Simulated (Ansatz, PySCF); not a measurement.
1-methyl-3-methylideneazetidine (C5H9N), SMILES CN1CC(=C)C1. Atoms are numbered in the order given.

```xyz
15

C      2.4507    -0.0738     0.0000
C      1.1229    -0.0381     0.0000
C      0.0389     0.0313    -1.0594
N     -0.9168     0.4065     0.0000
C     -2.2277    -0.1855     0.0000
C      0.0389     0.0313     1.0594
H      3.0186    -0.0887    -0.9347
H      3.0186    -0.0887     0.9347
H     -0.1690    -0.9627    -1.5140
H      0.1589     0.7678    -1.8740
H     -2.2095    -1.3016     0.0000
H     -2.7912     0.1421    -0.8887
H     -2.7912     0.1421     0.8887
H      0.1589     0.7678     1.8740
H     -0.1690    -0.9627     1.5140
```
Charge 0, spin multiplicity 1.

Geometry optimised at B3LYP-D3(BJ)/def2-SVP.

Two levels are set side by side: PBE-D3(BJ)/def2-SVP (Ansatz, an electronic-structure program) and B3LYP-D3(BJ)/def2-SVP (Ansatz). Each level has its own optimised geometry; the coordinates shown are those of the second. Frequencies come from the Hessian of PySCF at each geometry. Differences are taken from unrounded values.

```tsv
quantity	B3LYP-D3(BJ)	PBE-D3(BJ)	PBE-D3(BJ) minus B3LYP-D3(BJ)
mean bond length (Å)	1.246	1.253	0.006
bond C1–C2 (Å)	1.328	1.337	0.009
bond C2–C3 (Å)	1.517	1.518	0.001
bond C2–C6 (Å)	1.517	1.518	0.001
bond C3–N4 (Å)	1.475	1.478	0.002
bond N4–C5 (Å)	1.438	1.440	0.002
bond N4–C6 (Å)	1.475	1.478	0.002
bond C1–H7 (Å)	1.094	1.101	0.008
bond C1–H8 (Å)	1.094	1.101	0.008
bond C3–H9 (Å)	1.113	1.123	0.010
bond C3–H10 (Å)	1.105	1.113	0.009
bond C5–H11 (Å)	1.116	1.126	0.009
bond C5–H12 (Å)	1.102	1.110	0.008
bond C5–H13 (Å)	1.102	1.110	0.008
bond C6–H14 (Å)	1.105	1.113	0.009
bond C6–H15 (Å)	1.113	1.123	0.010
highest harmonic wavenumber (cm⁻¹)	3227	3169	-58
mean harmonic wavenumber (cm⁻¹)	1468	1427	-41
zero-point energy (kcal/mol)	81.87	79.59	-2.28
```

Exact exchange shortens and stiffens bonds; PBE has none. Differences between two approximate levels are no errors against the true value.
